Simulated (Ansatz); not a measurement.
Isolated molecules relaxed with PBE0-D4/def2-TZVP in Ansatz; ΔE leaves out vibrations. CCSD(T)/CBS adds triple-zeta CCSD(T) − MP2 to the extrapolated MP2 energy (def2 sets, frozen cores). DFT in def2-TZVPP. B3LYP here is the variant with VWN-RPA as its local correlation; programs differ in this. HSE06 is defined as in plane-wave codes. For Br, Ge outer-core shells are correlated without core-valence functions, which leaves a few kJ/mol of doubt a bond. Scalar relativity is left out up to krypton. Each species was taken in one conformer, which may not be the lowest.

Consider the redistribution: `C[CH2][Ge][O]C` + `C[CH2][AlH][Br]` → `C[CH2][Ge][CH2]C` + `C[O][AlH][Br]`.

`C[CH2][Ge][O]C`:

Z-matrix (Å, degrees):
```
C
C 1 1.519
H 1 1.091 2 111.3
H 1 1.092 2 111.4 3 118.7
H 1 1.094 2 111.6 3 -120.7
Ge 2 1.993 1 118.5 3 -59.4
H 2 1.100 1 111.3 3 62.6
H 2 1.100 1 111.3 3 178.5
O 6 1.790 2 96.0 1 0.0
C 9 1.406 6 121.7 2 -179.9
H 10 1.095 9 109.7 6 120.7
H 10 1.098 9 112.6 6 -0.0
H 10 1.095 9 109.7 6 -120.7
```

`C[CH2][AlH][Br]`:

```xyz
10

C     0.673   -0.084    1.138
C     0.241   -0.635   -0.219
Al   -0.964    0.463   -1.286
Br   -1.672    2.448   -0.451
H    -0.185    0.099    1.789
H     1.342   -0.772    1.661
H     1.197    0.869    1.036
H     1.117   -0.846   -0.848
H    -0.248   -1.613   -0.101
H    -1.500    0.071   -2.720
```

`C[CH2][Ge][CH2]C`:

Z-matrix (Å, degrees):
```
C
C 1 1.531
H 1 1.094 2 111.8
H 1 1.096 2 112.0 3 120.3
H 1 1.094 2 111.7 3 -120.2
Ge 2 2.002 1 106.9 3 -65.5
H 2 1.093 1 110.1 3 175.8
H 2 1.094 1 110.5 3 56.9
C 6 2.005 2 99.0 1 76.3
C 9 1.520 6 120.8 2 27.1
H 9 1.103 6 102.2 2 -96.1
H 9 1.096 6 106.5 2 155.0
H 10 1.094 9 111.6 6 60.8
H 10 1.095 9 111.8 6 -179.4
H 10 1.092 9 111.9 6 -59.2
```

`C[O][AlH][Br]`:

Z-matrix (Å, degrees):
```
C
O 1 1.400
H 1 1.094 2 109.8
H 1 1.094 2 109.8 3 118.7
H 1 1.096 2 112.3 3 -120.6
Al 2 1.672 1 136.8 3 119.9
Br 6 2.257 2 118.8 1 0.0
H 6 1.565 2 119.7 1 -180.0
```

| level | ΔE (kcal/mol) | difference from CCSD(T)/CBS |
| --- | --- | --- |
| PBE-D4 | -4.3 | 3.4 |
| revPBE-D4 | -4.9 | 2.8 |
| BLYP-D4 | -5.2 | 2.5 |
| r2SCAN-D4 | -5.7 | 2.0 |
| PBE0-D4 | -6.1 | 1.6 |
| B3LYP-D4 | -6.5 | 1.2 |
| r2SCANh-D4 | -6.4 | 1.3 |
| r2SCAN0-D4 | -7.2 | 0.5 |
| HSE06-D4 | -6.1 | 1.6 |
| BHLYP-D4 | -8.2 | -0.5 |
| CAM-B3LYP-D4 | -6.7 | 1.0 |
| ωB97X-V | -6.3 | 1.4 |
| ωB97M-V | -6.5 | 1.2 |
| B2PLYP | -6.4 | 1.3 |
| PBE | -3.6 | 4.1 |
| revPBE | -3.2 | 4.5 |
| BLYP | -3.8 | 3.9 |
| r2SCAN | -5.5 | 2.2 |
| B3LYP | -5.5 | 2.2 |
| r2SCAN0 | -7.0 | 0.7 |
| HSE06 | -5.5 | 2.2 |
| BHLYP | -7.4 | 0.3 |
| CAM-B3LYP | -6.1 | 1.6 |
| LC-ωPBE | -6.2 | 1.5 |
| RPA@PBE/def2-TZVPP | -7.2 | 0.5 |
| HF/def2-SVP | -8.2 | -0.5 |
| MP2/def2-SVP | -6.6 | 1.1 |
| CCSD/def2-SVP | -6.9 | 0.8 |
| CCSD(T)/def2-SVP | -6.2 | 1.5 |
| HF/def2-TZVPP | -8.8 | -1.1 |
| MP2/def2-TZVPP | -8.3 | -0.6 |
| SCS-MP2/def2-TZVPP | -8.1 | -0.4 |
| CCSD/def2-TZVPP | -8.6 | -0.9 |
| CCSD(T)/def2-TZVPP | -8.0 | -0.3 |
| HF/def2-QZVPP | -8.8 | -1.1 |
| MP2/def2-QZVPP | -8.2 | -0.5 |
| SCS-MP2/def2-QZVPP | -8.0 | -0.3 |
| HF/CBS(def2) | -8.8 | -1.1 |
| MP2/CBS(def2) | -8.0 | -0.3 |
| CCSD/CBS(def2) | -8.4 | -0.7 |
| CCSD(T)/CBS | -7.7 | 0 |

Largest T1 diagnostic among the species: 0.014.

From r2SCAN to r2SCAN0 (25 % exact exchange), in def2-TZVPP and without D4, ΔE moves by −1.5 kcal/mol. The D4 term adds −1.0 kcal/mol with B3LYP and −0.6 kcal/mol with PBE0; it sums over pairs of atoms, weighted by their polarisabilities, and B3LYP, whose exchange is more repulsive, gets the larger term. At CCSD(T), def2-SVP lies +1.5 kcal/mol from the extrapolated value and def2-TZVPP −0.3 kcal/mol.
